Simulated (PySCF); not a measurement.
How methods differ on the electron affinity of Ge

Ge⁻ [Ar] 3d10 4s2 4p3 (4S) → Ge [Ar] 3d10 4s2 4p2 (3P), as a difference of total energies. Computed with PySCF 2.14 in aug-cc-pVTZ-DK (7s6p4d2f, 59 functions), with scalar relativity by spin-free X2C-1e. Correlated levels: valence: [Ar] 3d10 frozen. The calculations carry no spin-orbit coupling.

| method | electron affinity (eV) | plus first-order spin-orbit estimate | error of that sum (eV) |
| --- | --- | --- | --- |
| UHF | 0.838 | 0.737 | -0.496 |
| LDA | 1.538 | 1.437 | +0.204 |
| PBE | 1.407 | 1.306 | +0.073 |
| PBE0 | 1.375 | 1.274 | +0.041 |
| r2SCAN | 1.490 | 1.390 | +0.157 |
| wB97X-V | 1.109 | 1.008 | -0.225 |
| M06-2X | 1.206 | 1.105 | -0.128 |
| MN15 | 1.370 | 1.270 | +0.037 |
| r2SCAN0 | 1.456 | 1.355 | +0.122 |
| MP2 (valence) | 1.303 | 1.202 | -0.031 |
| SCS-MP2 (valence) | 1.137 | 1.036 | -0.197 |

Reference: 1.233 eV (measured; photodetachment measurements, as compiled on the Wikipedia data page of electron affinities).

A first-order spin-orbit estimate (lowest level to lowest level, LS coupling) adds -0.101 eV.

Errors of the correlated levels include the incompleteness of this basis and the frozen core.

In the anion the highest occupied orbital energy is positive at LDA, PBE, PBE0, r2SCAN, MN15, r2SCAN0, a self-interaction effect; the basis confines that electron, and the energy difference can still be sensible.
